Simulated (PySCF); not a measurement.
Correlation energy of Ga⁺ (gallium, charge +1)

[Ar] 3d10 4s2, closed-shell 1S. Computed with PySCF 2.14 in x2c-SVPall, with scalar relativity by spin-free X2C-1e. Frozen: [Ar] 3d10; 2 electrons correlated.

Total MP2 correlation energy: -24.29 mhartree.

Same-spin part 0.00 and opposite-spin part -24.29 mhartree; SCS-MP2 scales them by 1/3 and 6/5 to -29.15 mhartree.

With two correlated electrons CCSD is exact within the correlated space (frozen core and kept virtual orbitals).

```json
{"level": "CCSD", "correlation energy (mhartree)": "-35.89"}
```

Diagnostics: T1 = 0.0066, D1 = 0.0093, largest double amplitude 0.099.

Cost of the coupled-cluster step: 0.07 s of wall time on 1 thread of Neoverse-N1 (shared host), for 2 correlated electrons.
